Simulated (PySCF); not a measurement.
Compound: SiHPh3, C18H16Si.
Geometry (PBE0-D3(BJ)/def2-SVP, Å), atoms numbered from 1 in this order:
```xyz
35
C18H16Si angstrom
Si    -0.004   -0.001    1.065
H     -0.001    0.012    2.563
C      1.772    0.049    0.448
C      2.171    0.958   -0.542
C      3.482    0.968   -1.018
C      4.416    0.067   -0.510
C      4.037   -0.844    0.477
C      2.727   -0.850    0.950
H      1.447    1.671   -0.945
H      3.777    1.684   -1.789
H      5.444    0.074   -0.882
H      4.767   -1.551    0.880
H      2.444   -1.570    1.726
C     -0.940    1.508    0.450
C     -1.735    1.443   -0.704
C     -2.383    2.577   -1.192
C     -2.247    3.797   -0.530
C     -1.463    3.879    0.620
C     -0.817    2.743    1.104
H     -1.854    0.489   -1.226
H     -2.999    2.509   -2.093
H     -2.756    4.686   -0.910
H     -1.358    4.833    1.144
H     -0.206    2.822    2.009
C     -0.850   -1.565    0.449
C     -0.218   -2.443   -0.444
C     -0.874   -3.581   -0.914
C     -2.173   -3.860   -0.498
C     -2.818   -2.997    0.390
C     -2.161   -1.862    0.857
H      0.802   -2.233   -0.778
H     -0.365   -4.253   -1.610
H     -2.687   -4.752   -0.865
H     -3.838   -3.212    0.718
H     -2.681   -1.192    1.549
```

Computed with PBE0-D3(BJ)/def2-SVP geometry optimisation, gas phase (PySCF 2.14.0).

Masses are those of the commonest isotopes; rigid-rotor values at the optimised geometry. The values belong to one conformer.

(1) What are A, B and C (cm⁻¹)?

(2) What kind of rotor is it?

(3) What does the inertial defect say?

(4) Which types of transition are allowed, and where do some lines up to J = 5 fall?

(5) Estimate the classical rotational partition function at 200 K, 298.15 K and 500 K.

Results:

(1) Ia = 1490.65, Ib = 1509.81, Ic = 2648.94 u·Å²; 505379 MHz·u·Å²/I gives 339.0, 334.7 and 190.8 MHz, that is A = 0.01131, B = 0.01117, C = 0.00636 cm⁻¹.

(2) A near-oblate asymmetric top; Ray's κ = 0.942.

(3) Not planar: Δ = Ic − Ia − Ib = -351.52 u·Å². For a rigid frame Δ = −2 Σ m c², so Σ m c² = 175.76 u·Å² lies off the ab plane: 34.57 from hydrogen and 141.19 from heavier atoms. The atom farthest from that plane is 2.48 Å away.

(4) The dipole components are |μa| = 0.06 D, |μb| = 0.02 D, |μc| = 0.77 D. The squared components, which scale the intensities, stand as 0.01 : 0.00 : 1.00 (a : b : c). Some of the stronger lines:

| type | branch | J(Ka,Kc) | MHz | lower level (cm⁻¹) |
| --- | --- | --- | --- | --- |
| c | R | 1(1,0) ← 0(0,0) | 674 | 0.000 |
| c | R | 2(1,1) ← 1(0,1) | 1343 | 0.018 |
| c | R | 2(2,1) ← 1(1,1) | 1352 | 0.018 |
| c | R | 3(2,1) ← 2(1,1) | 2015 | 0.062 |
| c | R | 3(1,2) ← 2(0,2) | 2021 | 0.048 |
| c | R | 3(2,2) ← 2(1,2) | 2021 | 0.048 |
| c | R | 3(3,0) ← 2(2,0) | 2022 | 0.067 |
| c | R | 3(3,1) ← 2(2,1) | 2028 | 0.063 |
| c | R | 4(3,1) ← 3(2,1) | 2687 | 0.130 |
| c | R | 4(1,3) ← 3(0,3) | 2695 | 0.091 |
| c | R | 4(4,0) ← 3(3,0) | 2696 | 0.135 |
| c | R | 5(3,2) ← 4(2,2) | 3367 | 0.205 |
| c | R | 5(2,3) ← 4(1,3) | 3368 | 0.181 |
| c | R | 5(4,2) ← 4(3,2) | 3369 | 0.205 |
| c | R | 5(5,0) ← 4(4,0) | 3371 | 0.225 |
| c | R | 5(5,1) ← 4(4,1) | 3380 | 0.221 |

(5) Point group C1, symmetry number σ = 1; q = (√π/σ)·√((kT/h)³/(ABC)), k/h = 20836.6 MHz/K: 3240000 at 200 K, 5900000 at 298.15 K, 12800000 at 500 K.

Whether it is a minimum is left open (no frequencies). These are rigid-rotor constants of the computed structure; measured ground-state constants (B0) also hold zero-point vibration.

The run took 7.8 min wall, 18 min CPU on AMD EPYC 9R45, 2 threads, no GPU, shared host with 96 logical CPUs at a one-minute load of 50, and the process peaked at 3.7 GiB of memory. These figures are those of the optimisation.
